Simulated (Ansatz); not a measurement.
Abridged output of a molecular run in Ansatz:

```
Functional definition: HF
1500 factors; integrals over basis functions are off by at most 8.7e-4 eV
mean field evaluation 1: about -33322.3458 eV, gradient 2.7e1 eV
mean field evaluation 2: about -33322.6813 eV, gradient 2.8e1 eV
mean field evaluation 4: about -33325.3105 eV, gradient 3.8e0 eV
mean field evaluation 8: about -33325.3806 eV, gradient 3.7e-1 eV
mean field evaluation 16: about -33325.3818 eV, gradient 1.5e-6 eV
mean field -33325.38176484 eV, -1224.6851911028 hartree, gradient 1.5e-6 eV, S^2 0.000000; 0 other end points of the search recorded, 0 dependent functions left out
17 core orbitals not correlated: weight in the atoms' cores, before any rotation towards them, 1.000 or more for the frozen orbitals, at most 0.000 for the correlated occupied ones
reference -33325.38176484 eV, -1224.6851911028 hartree; 15, 15 occupied and 226, 226 virtual orbitals, 1500 factors
second order -22.04733488 eV of doubles, -0.00000000 eV of singles
cycle   1  -22.97417929 eV  change   -9.3e-1 eV  update   1.1e-1
cycle   2  -23.59224758 eV  change   -6.2e-1 eV  update   3.2e-2
cycle   3  -23.70419408 eV  change   -1.1e-1 eV  update   1.5e-2
cycle   4  -23.69685436 eV  change    7.3e-3 eV  update   4.0e-3
cycle   5  -23.69655415 eV  change    3.0e-4 eV  update   1.8e-3
cycle   6  -23.69666257 eV  change   -1.1e-4 eV  update   4.6e-4
cycle   7  -23.69658791 eV  change    7.5e-5 eV  update   2.2e-4
cycle   8  -23.69662128 eV  change   -3.3e-5 eV  update   7.7e-5
cycle   9  -23.69662985 eV  change   -8.6e-6 eV  update   3.0e-5
perturbative correction -1.11018531 eV, -0.0407985575 hartree
Total energy: -33350.18858000 eV, -1225.5968247452 hartree
```

Its atoms:

Z-matrix (Å, degrees):
```
Si
S 1 2.130
C 1 1.868 2 112.5
H 1 1.485 2 111.9 3 -119.6
H 1 1.481 2 104.6 3 119.7
H 2 1.344 1 94.4 3 63.0
Cl 3 1.736 1 115.8 2 60.5
C 3 1.327 1 123.6 2 -119.6
H 8 1.085 3 122.6 1 -179.7
H 8 1.085 3 119.6 1 0.1
```

**Question.** Which basis set was used?
A. def2-SVPD
B. def2-TZVPP
C. cc-pV(Q+d)Z
D. cc-pV(D+d)Z

**Answer.** B. It gives 258 functions.

**Question.** Write the keys of the input that set method, charge and spin (a neutral closed shell needs none for the last two).

**Answer.** 
```yaml
correlation: {method: ccsd_t}
```
